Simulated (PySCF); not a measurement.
H3FGaNO (SMILES [NH2][Ga]([OH])[F]), singlet, at a GFN2-xTB geometry (such geometries of metal compounds can be far from the true shape).

Here is a job for PySCF.
```python
from pyscf import gto, scf, tdscf

mol = gto.Mole()
mol.atom = '''
    Ga   -0.017077   -0.001123    0.003191
    F     1.684081   -0.254395   -0.345598
    O    -0.588739   -0.737651    1.465745
    H     0.036667   -1.197628    2.027474
    N    -1.030615    1.068203   -1.089402
    H    -2.021008    0.847948   -1.060520
    H    -0.718792    1.097832   -2.055647
'''
mol.basis = '6-31g'
mol.charge = 0
mol.spin = 0
mol.verbose = 4
mol.build()

mf = scf.RHF(mol)
mf.kernel()
td = mf.TDA()
td.nstates = 5
td.kernel()
td.analyze()
```

**Question.** Give the HOMO-LUMO gap at the level HF/6-31G, TDA run with PySCF.

**Answer.** 13.47 eV

**Question.** Estimate the dipole moment that HF/6-31G, TDA returns for this input.

**Answer.** 1.88 D

**Question.** Estimate the lowest excitation energy found that HF/6-31G, TDA returns for this input.

**Answer.** 6.97 eV

**Question.** Give the HOMO energy at the level HF/6-31G, TDA.

**Answer.** -11.59 eV

**Question.** Predict the total energy from HF/6-31G, TDA.

**Answer.** -58598.4573 eV
